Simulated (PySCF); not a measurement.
## Dipole moment and polarisability of `CC(C)O[C@H](C)F`

C5H11FO.
SMILES with atom numbers: `[CH3:1][CH:2]([CH3:3])[O:4][C@H:5]([CH3:6])[F:7]` (hydrogens: H8, H9, H10 on C1; H11 on C2; H12, H13, H14 on C3; H15 on C5; H16, H17, H18 on C6)

Geometry (GFN2-xTB, Å), atoms numbered from 1 in this order:
```xyz
18
C5H11FO angstrom
C     -1.3904    1.3230   -1.1219
C     -0.8466    0.5004    0.0413
C     -1.8538   -0.5530    0.4969
O      0.3697   -0.1038   -0.4132
C      1.3304   -0.3580    0.5200
C      2.6326   -0.7219   -0.1707
F      0.9549   -1.4307    1.3343
H     -0.6619    2.0682   -1.4297
H     -2.3085    1.8233   -0.8278
H     -1.5934    0.6701   -1.9659
H     -0.6082    1.1679    0.8854
H     -2.7698   -0.0690    0.8247
H     -2.0802   -1.2229   -0.3287
H     -1.4530   -1.1398    1.3188
H      1.4568    0.4821    1.2312
H      3.3706   -1.0122    0.5713
H      2.9907    0.1331   -0.7349
H      2.4514   -1.5505   -0.8495
```

Level: CAM-B3LYP/def2-SVPD (PySCF), static field, nuclei fixed, core orbitals frozen in the response. The polarisability tensor in these axes (au):

```
x   75.95 -3.51  0.97
y   -3.51 64.88 -3.41
z    0.97 -3.41 64.04
```

Task: Give the principal values, the mean and the anisotropy Δα = √{½[(α1 − α2)² + (α2 − α3)² + (α1 − α3)²]}.

Result: Principal values 60.84, 66.78 and 77.25 au; mean 68.29 au = 10.12 Å³ = 11.26 × 10⁻⁴⁰ C²·m²/J; Δα = 14.40 au (21 % of the mean).

Task: What is the dipole moment, and where does it point?

Result: (-0.02, 1.78, -0.13) D, 1.79 D in size, pointing from the negative to the positive side. Measured along this direction, the outermost atoms are F7 and H18 at the negative end and H8 at the positive end.

Task: Estimate the molar refractivity from the static electronic polarisability.

Result: Lorentz–Lorenz: R = (4π/3)N_A α = 2.5225 cm³/(mol·Å³) × 10.12 Å³ = 25.5 cm³/mol, in the limit of long wavelengths.

Task: Sum over states: ᾱ = Σ f/ω², ω in Eh. What share falls to these 8 lowest TDDFT singlets (eV, f)? 8.19, 0.0201; 8.83, 0.0649; 8.97, 0.0087; 9.07, 0.0226; 9.24, 0.0214; 9.34, 0.0096; 9.72, 0.1281; 9.81, 0.0542.

Result: They add up to 2.81 au, 4.1 % of the 68.29 au; the largest single term is 1.00 au, from the state at 9.72 eV. Terms in order: 0.22, 0.62, 0.08, 0.20, 0.19, 0.08, 1.00, 0.42 au. Higher excitations give the rest. The strengths listed sum to 0.330.

Task: In a dilute gas of rigid molecules at 500 K, how does the orientational term μ²/3kT compare with the electronic polarisability?

Result: In Gaussian units μ²/3kT = 15.44 Å³ against 10.12 Å³, a ratio of 1.53; the Debye molar polarisation (4π/3)N_A(α + μ²/3kT) is 64.5 cm³/mol, leaving out the vibrational part.

Isolated species at its GFN2-xTB geometry (one conformer only).
